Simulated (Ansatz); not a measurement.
Coupled-cluster diagnostics for the cluster Te2Pb3⁺, Ansatz.

Geometry of the doublet (PBE0-D4/def2-SVP):

Cartesian coordinates in Å:
```
Pb -1.648 -0.067 0.837
Pb 1.337 0.949 1.961
Pb 1.295 -1.154 -0.644
Te 0.394 1.842 -0.568
Te -1.378 -1.569 -1.586
```

In the def2 sets Pb, Te take a core potential; there is no spin–orbit coupling. Correlated methods freeze 20 core orbitals; core or outer-core shells of Pb, Te are correlated, in sets that lack core-valence functions. Another isomer (doublet) lies 1.01 eV lower at PBE0-D4/def2-TZVP; other spin states weren't run for this one.

Question: Estimate the CCSD(T) correlation energy, the shares of MP2 and (T), T1 and the reference's ⟨S²⟩ for: charge 1, doublet, own geometry in def2-SVP; and the rough time on 4 threads of AMD EPYC on a shared host.

Answer: 
```
                          state     basis  correlation (eV)  MP2 share (%)  (T) share (%)     T1  ⟨S²⟩ (pure)  wall time
charge 1, doublet, own geometry  def2-SVP           -15.385           90.9            5.7  0.027  0.79 (0.75)    7.7 min
```
Customary marks for T1 are 0.02 (closed shells), 0.045 (open shells) and about 0.05 (3d metals). T1 exceeds 0.02 in 1 of 1 rows and 0.045 in 0; the higher it lies, the less the single-reference result can be trusted.
